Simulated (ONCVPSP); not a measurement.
Which change was made? (W, ONCV)

ONCVPSP 4.0.1 input, shortened (lines: element, Z, core and valence counts, functional; n l f; lmax; l rc ep ncon nbas qcut; lloc lpopt rc5 dvloc0; l nproj debl; icmod fcfact rcfact), PBE, scalar-relativistic:

```
  W 74.00   11    3        4      upf
    1    0    2.00
    2    0    2.00
    2    1    6.00
    3    0    2.00
    3    1    6.00
    3    2   10.00
    4    0    2.00
    4    1    6.00
    4    2   10.00
    4    3   14.00
    5    0    2.00
    5    1    6.00
    5    2    4.00
    6    0    2.00
    2
    0    2.95    0.00    5    9    2.00
    1    1.60    0.00    3    7    7.20
    2    2.85    0.00    4    8    6.50
    4    5    1.20    1.00
    0    3    2.30
    1    2    0.40
    2    2    0.50
    3    5.75    1.15
```

In the p channel the program set the typed energies aside and used -1.588, 0.250 Ha.

Cutoffs, loose and tight: the cutoffs (Ha) at which the residual kinetic energy of the hardest occupied pseudo-wave falls to 1 and 0.1 mHa per electron. They do not see the model core or the augmentation charge, which bear on the density cutoff. Test errors are all-electron minus pseudo excitation energies from the reference, over the configurations 5p6 5d4 6s1; 5p6 5d4 6s0; 5p6 5d3 6s0; 5p6 5d5 6s1; variants that change the core or the reference have their own tests.

The base gives: outcome: generated, projector energies reset by the program; cutoff, loose: 18 Ha; cutoff, tight: 23 Ha; bound ghosts: s; GHOST(+) flags above zero: s; largest test error (meV): -15.

Question: After one change the result is: outcome: generated, projector energies reset by the program; cutoff, loose: 12 Ha; cutoff, tight: 23 Ha; bound ghosts: s; GHOST(+) flags above zero: s; largest test error (meV): +15. Which change was it?
A. p: rc 2.04
B. p: rc 2.32
C. p: rc 1.12; local potential polynomial inside 1.12 bohr (lpopt 5, dvloc0 1 Ha)

Answer: B. The others give: p: rc 2.04 → outcome: generated, projector energies reset by the program; cutoff, loose: 12 Ha; cutoff, tight: 23 Ha; bound ghosts: s; GHOST(+) flags above zero: s; largest test error (meV): -15 | p: rc 1.12; local potential polynomial inside 1.12 bohr (lpopt 5, dvloc0 1 Ha) → outcome: generated, projector energies reset by the program; cutoff, loose: 45 Ha; cutoff, tight: 128 Ha; bound ghosts: s; GHOST(+) flags above zero: s; largest test error (meV): -15.
